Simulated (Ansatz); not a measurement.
Cost and result for the atomization energy of CH$_{6}$FGaGe (`[F][GeH2][CH2][GaH2]`) (10 atoms, 9 bonds).

Cartesian coordinates in Å:
```
F 0.032 1.416 0.913
Ge -1.160 0.046 0.761
C -0.120 -0.915 -0.520
Ga 1.386 0.438 -0.590
H -1.259 -0.483 2.198
H -2.441 0.755 0.306
H -0.638 -1.026 -1.472
H 0.198 -1.888 -0.146
H 2.650 0.159 0.293
H 1.351 1.497 -1.744
```

Charge 0, multiplicity 1. Correlated methods include outer-core shells of Ga, Ge, which these sets cover unevenly. Scalar relativity is left out up to krypton. The structure was optimised at the PBE0-D4/def2-TZVP level. It is one conformer, not always the lowest. Program: Ansatz. All runs use 4 threads of an Arm Neoverse V1 on a shared host. Times are those of one run each, without the atoms' runs, and a repeat can differ threefold. Electronic energies, without spin–orbit coupling; frozen cores. CCSD(T)/CBS adds CCSD(T) − MP2 in def2-TZVPP to the MP2 limit, and its time is that of the two runs behind it. T1 = 0.012. With those shells the extrapolation isn't a true limit. HSE06 is the plane-wave form, built on full-range PBE exchange.

CCSD(T)/CBS is a level of theory with its own doubt, some kJ/mol a heavy atom from the limit and from the frozen cores, so smaller differences don't rank the functionals.

```tsv
level	functions	wall time	atomization (kcal/mol)	difference from CCSD(T)/CBS	per bond
LDA (SPW92)/def2-TZVPP	242	1.4 s	828.3	93.1	10.3
revPBE-D4/def2-TZVPP	242	2.3 s	712.6	-22.6	-2.5
BLYP-D4/def2-TZVPP	242	2.4 s	716.6	-18.6	-2.1
PBE-D4/def2-TZVPP (with forces)	242	2.9 s	729.6	-5.6	-0.6
PBE0-D4/def2-TZVPP	242	3.9 s	722.9	-12.3	-1.4
HSE06-D4/def2-TZVPP	242	4.2 s	722.9	-12.3	-1.4
B2PLYP/def2-TZVPP	242	6.5 s	719.9	-15.3	-1.7
B97M-V/def2-TZVPP	242	11 s	738.2	3.0	0.3
CCSD(T)/def2-SVP	122	13 s	694.0	-41.2	-4.6
ωB97M-V/def2-TZVPP (with forces)	242	15 s	728.0	-7.2	-0.8
MP2/def2-QZVPP	472	28 s	734.7	-0.5	-0.1
CCSD(T)/def2-TZVPP	242	4.4 min	723.2	-12.0	-1.3
CCSD(T)/CBS(def2)	–	4.9 min	735.2	0.0	0.0
```

From r2SCAN to r2SCAN0 (25 % exact exchange), in def2-TZVPP and without D4, the atomization energy moves by −9.8 kcal/mol: exact exchange takes away binding that semilocal exchange gives to molecules. In def2-TZVPP, CCSD(T) changes the Hartree–Fock value by +184.8 kcal/mol (the triples alone add +9.4 kcal/mol) and MP2 by +189.3 kcal/mol; breaking electron pairs costs correlation energy, which Hartree–Fock lacks. At CCSD(T), def2-SVP lies −41.1 kcal/mol from the extrapolated value and def2-TZVPP −12.0 kcal/mol: correlation converges slowly with the basis, and small sets miss more of it in the bonded molecule than in its fragments.

For some Ge, Se and Sn compounds the MP2-based and the directly extrapolated limit differ by 10 to 25 kJ/mol.
